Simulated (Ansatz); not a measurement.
`[OH][GaH][GeH3]` + `B1O[SiH2]1` → `[GeH3][SiH]1BO1` + `[OH][GaH2]`  (formal exchange of groups at a Ge–Ga bond)

Isolated molecules relaxed with PBE0-D4/def2-TZVP in Ansatz; ΔE leaves out vibrations. CBS: MP2 limit from def2 TZ/QZ plus the TZ coupled-cluster correction, frozen cores. DFT in def2-TZVPP. B3LYP here is the variant with VWN-RPA as its local correlation; programs differ in this. HSE06 is defined as in plane-wave codes. For Ga, Ge outer-core shells are correlated without core-valence functions, which leaves a few kJ/mol of doubt a bond. Scalar relativity is left out up to krypton. Each species was taken in one conformer, which may not be the lowest.

(1) Is it downhill or uphill in electronic energy at CCSD(T)/CBS, and by how much? (Estimate.)

(2) What do these levels give: B3LYP-D4, HSE06-D4, revPBE, BLYP, CCSD/def2-TZVPP, CCSD/CBS(def2)? (Estimate.)

Largest T1 diagnostic among the species: 0.017.

Answers

(1) The calculation gave: Uphill: ΔE = +0.22 eV.

(2) Ansatz gave: B3LYP-D4 0.22, HSE06-D4 0.18, revPBE 0.19, BLYP 0.24, CCSD/def2-TZVPP 0.22, CCSD/CBS(def2) 0.23 eV.

Leaving LDA and LC-ωPBE aside and taking each functional with its dispersion term where it has one, the values, not all of them listed here, spread over 0.14 eV, from B97M-V to BHLYP-D4.
